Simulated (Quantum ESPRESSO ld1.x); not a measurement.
Values are calculated unless marked as measured or tabulated.
Hf33+, 39 electrons, occupied as [Kr] 4d3.

Level of theory: scalar-relativistic Kohn-Sham, LDA (Slater exchange, VWN5 correlation), spin-unpolarised, spherical densities, point nucleus (ld1.x of Quantum ESPRESSO 7.5).

Energy parts (eV):
part                     energy
total                 -393829.1
kinetic                433085.8
electron-nucleus      -917318.9
Hartree                 97097.8
exchange-correlation    -6693.9

Orbitals (lengths in bohr, moments of r in powers of bohr; r(max) is where P^2 peaks):
orbital  occ.  eigenvalue (eV)  r(max)      <r^2>
1s          2         -66549.0   0.012  0.0004955
2s          2         -12478.5   0.068   0.007644
2p          6         -11121.9   0.056   0.006283
3s          2         -3831.86   0.192    0.04900
3p          6         -3426.01   0.189    0.04936
3d         10         -2952.87   0.153    0.04064
4s          2         -1661.48   0.416     0.2054
4p          6         -1513.29   0.430     0.2199
4d          3         -1330.92   0.426     0.2239
5s          0         -919.186   0.764     0.6230
5p          0         -853.347   0.796     0.6746

The highest occupied level is 4d at -1330.9 eV. The density falls to 0.001 e/bohr^3 at r = 1.15 bohr. Summed over all electrons, <r^2> = 3.256 bohr^2, which gives a Langevin (diamagnetic) susceptibility term of -2.58 x 10^-6 cm^3/mol.
